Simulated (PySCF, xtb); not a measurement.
GaH6N3, SMILES [NH2][Ga]([NH2])[NH2]. One conformer was computed; it need not be the lowest.

Harmonic wavenumbers (cm⁻¹) from GFN2-xTB in xtb at its own minimum, in rising order: 130, 139, 165, 183, 222, 237, 308, 353, 389, 522, 553, 603, 607, 636, 642, 1451, 1455, 1471, 3359, 3372, 3375, 3391, 3404, 3407.

Task: What does PySCF with PBE0-D3(BJ)/def2-SVP give at its own minimum? (An estimate is asked for; the answer gives what the named calculation found.)

Result: 134, 169, 171, 195, 212, 273, 299, 300, 315, 664, 672, 721, 724, 786, 791, 1526, 1531, 1544, 3616, 3623, 3624, 3717, 3726, 3727. Paired by order, the mean absolute difference is 124 cm⁻¹ and the zero-point energies are 43.4 and 47.3 kcal/mol.
